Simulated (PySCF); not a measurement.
C3H6O2Si.
Numbering: `[O:1]=[C:2]1[CH2:3][O:4][CH2:5][SiH2:6]1` (hydrogens: H7, H8 on C3; H9, H10 on C5; H11, H12 on Si6)

Computed by this run: PBE0-D3(BJ)/def2-SVP geometry optimisation, gas phase in PySCF 2.14.0; density fitting, grid level 1; the optimiser is geomeTRIC in internal coordinates, started from a GFN2-xTB structure with every atom displaced at random (about 0.01 Å).

Step 0: E = -15159.9291 eV
```
atom  x, y, z in Å  |  force x, y, z in eV/Å
O1     -0.6231   -2.4518   -0.2601    0.080   1.469   0.188
C2     -0.3759   -1.2687   -0.0836   -0.256  -1.522  -0.199
C3     -1.4122   -0.1379   -0.1197    1.979   0.576   0.215
O4     -0.8392    1.0211    0.4749   -1.361  -0.936   0.145
C5      0.4626    1.2668    0.0439    0.678   0.383   1.172
Si6     1.3390   -0.4173    0.2103   -0.637   0.439  -0.068
H7     -1.6339    0.0300   -1.1728   -0.355   0.127  -0.670
H8     -2.2893   -0.3990    0.4202   -1.188  -0.319   0.597
H9      0.8361    2.0619    0.7277    0.118  -0.252  -0.435
H10     0.4594    1.6563   -0.9635    0.223   0.348  -0.979
H11     1.8234   -0.6839    1.5694    0.252  -0.074   0.351
H12     2.2957   -0.7052   -0.8539    0.466  -0.239  -0.317
```

Step 1: E = -15160.0468 eV
```
atom  x, y, z in Å  |  force x, y, z in eV/Å
O1     -0.6714   -2.3832   -0.4782    0.104  -0.545   0.041
C2     -0.3728   -1.2824   -0.1145   -0.233   0.573  -0.118
C3     -1.3915   -0.1360   -0.0772   -0.314  -0.167   0.101
O4     -0.8490    0.9906    0.5374    0.217   0.117  -0.082
C5      0.4601    1.2716    0.0457   -0.098  -0.091  -0.197
Si6     1.3290   -0.4129    0.2491    0.190   0.004   0.062
H7     -1.6845    0.0409   -1.1398   -0.015   0.094   0.128
H8     -2.2982   -0.4405    0.4832    0.203   0.044  -0.167
H9      0.8732    2.0945    0.6419   -0.005   0.034   0.030
H10     0.4349    1.5988   -1.0204   -0.036  -0.026   0.193
H11     1.8556   -0.5945    1.6310   -0.037  -0.045   0.022
H12     2.3572   -0.7745   -0.7654    0.023   0.009  -0.013
```

**Question.** Estimate the geometry and energy of step 2. (The exact step hangs on the optimiser's Hessian estimate; all steps are aligned on step 1, rigid shifts and turns removed.)

**Answer.** E = -15160.0627 eV, largest force 0.341 eV/Å
```
atom  x, y, z in Å  |  force x, y, z in eV/Å
O1     -0.6319   -2.4099   -0.4635   -0.129   0.104   0.076
C2     -0.3801   -1.2811   -0.1351    0.167   0.186   0.039
C3     -1.3978   -0.1312   -0.0772   -0.191  -0.253  -0.126
O4     -0.8416    0.9925    0.5339    0.096  -0.058   0.003
C5      0.4628    1.2701    0.0365    0.022   0.007   0.009
Si6     1.3282   -0.4129    0.2447    0.081  -0.008  -0.034
H7     -1.7112    0.0705   -1.1263   -0.019   0.021   0.018
H8     -2.2919   -0.4385    0.4880    0.016   0.009  -0.015
H9      0.8735    2.0924    0.6377    0.005   0.012  -0.009
H10     0.4330    1.6034   -1.0218   -0.021   0.001   0.024
H11     1.8317   -0.6056    1.6345   -0.037  -0.034   0.007
H12     2.3678   -0.7774   -0.7588    0.010   0.013   0.008
```

The energy changes by -0.0159 eV. The first-order estimate −F·Δx gives -0.0352 eV and the mean of the old and new forces, exact on a quadratic surface, -0.0151 eV. The step makes an angle of 65° with the force vector and moves no atom by more than 0.050 Å.

The cost below is that of the whole optimisation. Hardware: Arm Neoverse V1, one thread, on a shared host. Cost: 46 s of wall time, 0.51 GiB resident at most.
